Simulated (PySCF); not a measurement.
This script is equivalent to a calculation on In⁺ (indium, charge +1).

```python
from pyscf import gto, scf, dft, mp, cc
import basis_set_exchange as bse
txt = bse.get_basis("cc-pVDZ-PP", elements=["In"], fmt="nwchem", header=False)
cut = txt.index("\nECP")
mol = gto.M(atom="In 0 0 0", charge=1, spin=0, symmetry="D2h",
            basis=gto.basis.parse(txt[:cut]),
            ecp={"In": gto.basis.parse_ecp(txt[cut:])})
mf = dft.UKS(mol, xc="MN15")
mf.irrep_nelec = {'Ag': (4, 4), 'B1g': (1, 1), 'B2g': (1, 1), 'B3g': (1, 1), 'B1u': (1, 1), 'B2u': (1, 1), 'B3u': (1, 1)}
mf.kernel()
```

Task: What total energy does it give?

Result: -189.490 hartree (calculated).

Task: Which occupied shell lies highest, and where?

Result: 5s, at -16.742 eV.

Energies and moments cover only the electrons outside the core potential.
